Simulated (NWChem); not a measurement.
Species: SnHI₃; SMILES [SnH]([I])([I])[I]

Computed with NWChem. Medium grid unless said otherwise, to which SCAN and Minnesota functionals are sensitive. Coordinates come from a PBE-D3(BJ)/def2-SVP optimisation. No frequency run checked for a minimum. def2 effective core potentials on Sn, I; no spin-orbit coupling.

For level LDA (Slater exchange, VWN5)/def2-SVP:

* **highest occupied level (eV)**: -6.71
* **orbital gap (eV)**: 2.55
* **dipole (D)**: 1.16

Task: Estimate the same quantities for level M06-2X/def2-SVP.

Result: The highest occupied level (eV) is -8.91. The orbital gap (eV) is 6.51 and the dipole (D) is 1.39.
